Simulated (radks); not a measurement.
Problem. All-electron atom: the iron ion Fe+ in [Ar] 3d6 4s1. Calculated with a radial shooting solver on a logarithmic mesh with Libxc functionals: scalar-relativistic Kohn-Sham, LDA (Slater exchange, Perdew-Wang correlation), spin-polarised, spherical densities, point nucleus; open shells are filled with parallel spins first. Some entries of the table are withheld. Estimate them.

orbital,occ.,eigenvalue (eV),<r> (bohr)
1s up,1,-6991.248,0.05855
1s down,1,-6991.182,0.05855
2s up,1,-826.6131,0.2677
2s down,1,-824.5926,0.2674
2p up,3,-706.5105,0.2360
2p down,3,-704.9422,0.2356
3s up,1,-103.5284,(1)
3s down,1,-99.3192,(2)
3p up,3,-69.9265,0.8577
3p down,3,-65.8008,0.8621
3d up,5,-17.5820,1.097
3d down,1,-13.7292,1.147
4s up,1,-13.2960,2.637
4s down,0,-11.2878,2.785

Solution. 
(1) 3s up <r> (bohr): 0.8118
(2) 3s down <r> (bohr): 0.8144
